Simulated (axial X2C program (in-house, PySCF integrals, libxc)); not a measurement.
# Nuclear properties of BeGe

Computed with an in-house all-electron X2C program for linear molecules (integrals from PySCF): two-component X2C with atomic mean-field Coulomb and Gaunt terms, Gaussian nuclei, basis Ge dyall-cv3z, Be dyall-cv3z with contracted cores.

R = 2.162 Å (near the PBE0 minimum at charge 0 of the determinant lowest at the starting distance; the state shown can have its own minimum elsewhere).

Determinant lowest in the PBE0 search, Ω = 1 (⟨Sz⟩ = 0.99, ⟨Lz⟩ = 0.01 at PBE0), spin on the atoms Ge 0.91, Be 0.08:

```
    level  Eeff magnitude (GV/cm)  Ws magnitude Ge (kHz)  A∥/gI Ge (MHz)  qzz Ge (a.u.)  A∥/gI Be (MHz)  qzz Be (a.u.)  μ (D)
     PBE0                    0.83                  0.378            -294          -0.02           -73.3           0.01   1.55
       HF                    1.78                  0.785            -275           0.25            -117          -0.08   0.78
    TPSSh                   0.791                  0.359            -243           0.01           -62.8           0.02   1.45
    B3LYP                    0.37                  0.178            -257          -0.21           -39.4           0.03   1.69
BHandHLYP                   0.784                   0.36            -269           0.02           -81.2           0.01   1.73
```

Determinant 0.60 eV from it at PBE0 and this distance, Ω = 0 (closed shell), highest spinor 66% Ge p, 30% Be p, 2% Be d:

```json
{"level": "PBE0", "qzz Ge (a.u.)": "-0.61", "qzz Be (a.u.)": "0.03", "μ (D)": "1.72"}
{"level": "HF", "qzz Ge (a.u.)": "-0.70", "qzz Be (a.u.)": "0.02", "μ (D)": "2.33"}
{"level": "TPSSh", "qzz Ge (a.u.)": "-0.53", "qzz Be (a.u.)": "0.04", "μ (D)": "1.63"}
{"level": "B3LYP", "qzz Ge (a.u.)": "-0.63", "qzz Be (a.u.)": "0.03", "μ (D)": "1.66"}
{"level": "BHandHLYP", "qzz Ge (a.u.)": "-0.63", "qzz Be (a.u.)": "0.03", "μ (D)": "1.96"}
```

Eeff is the effective electric field on the electron electric dipole moment in this Ω state and Ws the scalar–pseudoscalar constant of the nucleus named (defined with the proton number Z and per Ω); A∥ (defined per Ω) follows by multiplying with gI = μI/(I μN); qzz is the electric field gradient, eQq0 = 234.96 MHz × Q/barn × qzz; μ is positive if the Be end (last atom) is positive. The operators were transformed with the bare-nucleus X2C matrices; with these basis sets, hyperfine constants and field gradients can be off by tens of per cent, and where levels differ in sign neither size nor sign is settled.

Question: With gI(73Ge) = -0.1954 (g factors from the IAEA table of nuclear moments by Stone), turn the PBE0 values of the first state into constants in MHz.

Answer: A∥(73Ge) = -294 × -0.1954 = 57.4 MHz.

Each state is one determinant with collinear spin, which with several unpaired electrons need not be a pure state. Unrestricted Hartree–Fock can overshoot spin polarisation at the nuclei. A closed determinant beside an open π² or δ² triplet, such as (π1/2)², mixes with its partner pair into the 0⁺ component of the triplet and ¹Σ⁺, so its energy is not that of a level, and 0⁺ can lie lowest. With several open shells hyperfine constants can be off by a factor of several. Where Eeff spreads by more than a factor of two the levels disagree and none is to be relied on. Open-shell Ω = 0 determinants with evenly filled partner blocks cannot be reached by this program, so the Ω shown need not be the lowest component. The search compared states at one distance, so a state with another bond length can lie lower. Further determinants of the search, some of them spin-mixed, are not shown. Where a field gradient or hyperfine factor spreads by more than a factor of two over the levels, a constant derived from it is not to be relied on. PBE0 term energies can be off by some tenths of an eV.
